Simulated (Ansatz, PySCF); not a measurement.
Dimer: NH3 (SMILES N) (first 4 atoms) with CH4S (SMILES CS); geometry from B3LYP-D3(BJ)/def2-TZVP.
(charge 0, multiplicity 1):
```xyz
10

N     -0.1745     0.0328     0.7472
H     -0.1468     0.9539     0.3249
H      0.6587    -0.4635     0.4528
H     -0.9752    -0.4567     0.3645
C      0.6242    -0.9666     4.6857
S     -0.5074     0.4030     4.2775
H      1.6277    -0.7748     4.3098
H      0.6645    -1.0299     5.7719
H      0.2556    -1.9131     4.2942
H     -0.4037     0.2937     2.9332
```

Basis-set superposition error: the interaction energy with monomers in their own basis, and in the dimer's basis (counterpoise).

The values were computed with Ansatz (Gaussian basis) for Hartree–Fock, density functionals and correlated methods; PySCF for 6-31G* rows. Each number belongs to the level named beside it.

```json
[
 {"level": "SVWN5/def2-TZVPPD", "uncorrected (meV)": "-255.2", "counterpoise (meV)": "-246.7", "difference": "8.4"},
 {"level": "PBE/def2-TZVPPD", "uncorrected (meV)": "-139.6", "counterpoise (meV)": "-132.2", "difference": "7.4"},
 {"level": "BLYP/def2-TZVPPD", "uncorrected (meV)": "-79.3", "counterpoise (meV)": "-71.2", "difference": "8.1"},
 {"level": "revPBE/def2-TZVPPD", "uncorrected (meV)": "-76.5", "counterpoise (meV)": "-68.8", "difference": "7.6"},
 {"level": "B97M-V/def2-TZVPPD", "uncorrected (meV)": "-138.1", "counterpoise (meV)": "-132.5", "difference": "5.6"},
 {"level": "B3LYP/6-31G*", "uncorrected (meV)": "-190.5", "counterpoise (meV)": "-147.0", "difference": "43.5"},
 {"level": "B3LYP/def2-TZVPPD", "uncorrected (meV)": "-91.6", "counterpoise (meV)": "-85.2", "difference": "6.3"},
 {"level": "BHLYP/def2-TZVPPD", "uncorrected (meV)": "-96.1", "counterpoise (meV)": "-91.4", "difference": "4.8"},
 {"level": "MP2/6-31G*", "uncorrected (meV)": "-193.5", "counterpoise (meV)": "-126.9", "difference": "66.5"},
 {"level": "SCS-MP2/aug-cc-pV(D+d)Z", "uncorrected (meV)": "-137.9", "counterpoise (meV)": "-85.8", "difference": "52.1"}
]
```

The error is largest for MP2/6-31G* (66.5 meV) and smallest for BHLYP/def2-TZVPPD (4.8 meV).

Ansatz is a quantum-chemistry and plane-wave program.
